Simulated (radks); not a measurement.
V4+, 19 electrons, occupied as [Ar] 3d1.

All-electron calculation, Dirac Kohn-Sham, PBE, spin-unpolarised, spherical densities, finite nucleus; open shells fill j = l - 1/2 first; Fermi nuclear charge, rms radius 3.6002 fm. Program: a radial shooting solver on a logarithmic mesh with Libxc functionals.

Energy parts (eV):
part                      energy
total                 -25727.260
kinetic                26007.620
electron-nucleus      -60228.099
Hartree                 9680.415
exchange-correlation   -1187.196

Orbitals (lengths in bohr, moments of r in powers of bohr):
orbital,occ.,eigenvalue (eV),<r>
1s1/2,2,-5419.366,0.06644
2s1/2,2,-659.5251,0.3080
2p1/2,2,-564.6838,0.2722
2p3/2,4,-557.5901,0.2749
3s1/2,2,-123.2396,0.9222
3p1/2,2,-96.9863,0.9640
3p3/2,4,-96.0740,0.9710
3d3/2,1,-55.2320,1.080
3d5/2,0,-55.1335,1.082

The highest occupied level is 3d3/2 at -55.232 eV. For comparison, the ionisation energy in NIST's Atomic Spectra Database is 65.282 eV (measured). In exact Kohn-Sham theory the highest level is minus the ionisation energy, but local and semilocal functionals leave it too shallow, through self-interaction and a potential that decays too fast; potentials with the right tail come closer.

Beside tabulated values, note that spin-unpolarised runs miss the spin-polarisation part of the exchange energy of open shells.
